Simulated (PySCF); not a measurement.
Compounds:

A. SMILES C=C[C@@H](C)[C@H](F)C(=O)Cl
B. `ClC/C(=C/OC(C)=O)F`
C. SMILES N#C[C@H]1CC[C@H](C#N)CC1
D. dimethylamine

Spectrum 1. 13C{1H} NMR (computed): δ 184.8 (C), 144.6 (CH), 126.5 (CH2), 101.0 (CH), 49.8 (CH), 20.5 (CH3).

Spectrum 2. 13C{1H} NMR (computed): δ 126.2 (C), 28.6 (CH2), 26.9 (CH).

Spectrum 3. 13C{1H} NMR (computed): δ 41.8 (CH3).

Spectrum 4. 13C{1H} NMR (computed): δ 171.8 (C), 156.6 (C), 129.0 (CH), 48.9 (CH2), 22.6 (CH3).

Theory: NMR shieldings at PBE0/pcSseg-1/GIAO, geometry from GFN2-xTB, spin–spin couplings from B3LYP/pcJ-1 (spin–dipole term left out of most H,H and C,H couplings), in PySCF 2.14 (no relativistic terms, one conformer, one averaged value for each set of equivalent atoms, no solvent).

Chemical shifts δ = σref − σ; 13C vs TMS, all at this level. Splittings of carbon signals by F and P are missing where no couplings were computed. Shifts are as computed. Against solution values, carbons near 30 ppm lie about +3 ppm off and those near 130 ppm about +5 ppm; carbons on Cl a further +6 ppm. Of 1211 compounds with measured shifts, 218 miss one by over three times the rms of a fit or turn the order of signals round; such compounds aren't used in these exercises. Carbons bonded to Cl come out too deshielded.

Q: Which spectrum belongs to which compound?

A: 1–A, 2–C, 3–D, 4–B.

- Spectrum 1 (A): 6 13C signals; δC 144.6 is an alkene CH; δC 126.5 is a terminal =CH2 carbon.
- Spectrum 2 (C): 3 13C signals; δC 126.2 is a nitrile carbon; δC 28.6 is an sp3 CH2 in a ring.
- Spectrum 3 (D): a single 13C signal, at 41.8 ppm (methyl carbon bonded to N).
- Spectrum 4 (B): 5 13C signals; δC 171.8 is an ester carbonyl carbon; δC 129.0 is an alkene carbon bearing oxygen.
